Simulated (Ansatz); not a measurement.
C2H7N, charge +1, doublet, geometry from GFN2-xTB (a state made from the parent by changing its charge; the spin is typed, not shown lowest); SVWN5/STO-3G (Ansatz, an electronic-structure program).

Here is a job for Ansatz.
Ansatz 0.2 input:
```yaml
crystal:
  periodic: [false, false, false]
  atoms:
    - {symbol: C, position_ang: [1.16462032, 0.49450601, 0.01295376]}
    - {symbol: C, position_ang: [0.05101631, -0.49634506, -0.14504533]}
    - {symbol: N, position_ang: [-1.22392597, -0.02923642, 0.12425339]}
    - {symbol: H, position_ang: [2.12232609, 0.03717846, -0.21925933]}
    - {symbol: H, position_ang: [1.02729538, 1.35887726, -0.64090065]}
    - {symbol: H, position_ang: [1.20823305, 0.88895655, 1.03080842]}
    - {symbol: H, position_ang: [0.25043837, -1.41179642, 0.46113189]}
    - {symbol: H, position_ang: [0.07477930, -0.95558498, -1.16180745]}
    - {symbol: H, position_ang: [-2.03205693, -0.63143980, 0.04244100]}
    - {symbol: H, position_ang: [-1.37735325, 0.92949821, 0.41036181]}
basis:
  gaussian:
    orbitals: STO-3G
    final_grid: {core_spheres: 4, valence_spheres: 8, degree: 17}
hamiltonian:
  xc: {name: SVWN5}
total_charge: 1
magnetization: {spin_polarized: true, initial_magnetization: 1}
```

Q: Write the output that Ansatz gives for this input, abridged.

A: 
```
Functional definition: SVWN5
305 factors; integrals over basis functions are off by at most 4.3e-5 eV
mean field evaluation 1: about -3590.6278 eV, gradient 1.4e1 eV
mean field evaluation 2: about -3590.4953 eV, gradient 1.5e1 eV
mean field evaluation 4: about -3591.7701 eV, gradient 9.4e-1 eV
mean field evaluation 8: about -3591.6838 eV, gradient 2.8e-2 eV
mean field -3591.68384476 eV, -131.9919467641 hartree, gradient 4.0e-5 eV, S^2 0.751729; 0 other end points of the search recorded, 0 dependent functions left out
reference -3591.68386975 eV, -131.9919476824 hartree; 13, 12 occupied and 9, 10 virtual orbitals, 305 factors
Total energy: -3591.68386975 eV, -131.9919476824 hartree
```
